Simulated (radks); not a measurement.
Problem. V I, 23 electrons, occupied as [Ar] 3d3 4s2. Calculated with a radial shooting solver on a logarithmic mesh with Libxc functionals: non-relativistic Kohn-Sham, PBE, spin-unpolarised, spherical densities, point nucleus. Some entries of the table are withheld. Estimate them.

| orbital | occ. | eigenvalue (hartree) | <r^2> (bohr^2) |
|---|---|---|---|
| 1s | 2 | -195.7136 | (1) |
| 2s | 2 | -21.87116 | 0.1142 |
| 2p | 6 | -18.44758 | 0.09319 |
| 3s | 2 | -2.54156 | 1.054 |
| 3p | 6 | -1.61330 | (2) |
| 3d | 3 | (3) | 2.799 |
| 4s | 2 | -0.17079 | (4) |
| 4p | 0 | -0.05368 | 26.48 |

Solution. 
(1) 1s <r^2> (bohr^2): 0.006032
(2) 3p <r^2> (bohr^2): 1.225
(3) 3d eigenvalue (hartree): -0.19647
(4) 4s <r^2> (bohr^2): 13.20
